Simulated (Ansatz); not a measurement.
`[SiH3][SiH2]O[SiH2]S` + `OBF` → `FBO[SiH2][SiH3]` + `O[SiH2]S`  (ligand exchange at the Si–O bond)

Calculated with Ansatz (gas phase, PBE0-D4/def2-TZVP geometries, no zero-point term in ΔE). CCSD(T)/CBS is the MP2 limit (def2-TZVPP, def2-QZVPP) plus CCSD(T) − MP2 in def2-TZVPP, frozen cores. This one scheme is used for every species. DFT in def2-TZVPP. One conformer a species, not always the lowest.

| level | ΔE (kcal/mol) |
| --- | --- |
| PBE-D4 | 4.2 |
| r2SCAN | 3.4 |
| MP2/def2-TZVPP | 4.5 |
| SCS-MP2/def2-TZVPP | 4.3 |
| MP2/def2-QZVPP | 4.4 |
| SCS-MP2/def2-QZVPP | 4.2 |
| HF/CBS(def2) | 3.5 |
| MP2/CBS(def2) | 4.3 |

Problem. What does CCSD(T)/CBS give? (Estimate.)

Solution. The calculation gave: +4.2 kcal/mol. The listed levels differ from it by 0.0, -0.8, 0.3, 0.1, 0.2, 0.0, -0.7, 0.1 kcal/mol.

Largest T1 diagnostic among the species: 0.013.

The D4 term adds +1.7 kcal/mol with B3LYP and +1.0 kcal/mol with PBE0; it sums over pairs of atoms, weighted by their polarisabilities, and B3LYP, whose exchange is more repulsive, gets the larger term. In def2-TZVPP, CCSD(T) changes the Hartree–Fock value by +0.8 kcal/mol (the triples alone add +0.1 kcal/mol) and MP2 by +1.0 kcal/mol.

B3LYP here is the variant with VWN-RPA as its local correlation; programs differ in this.
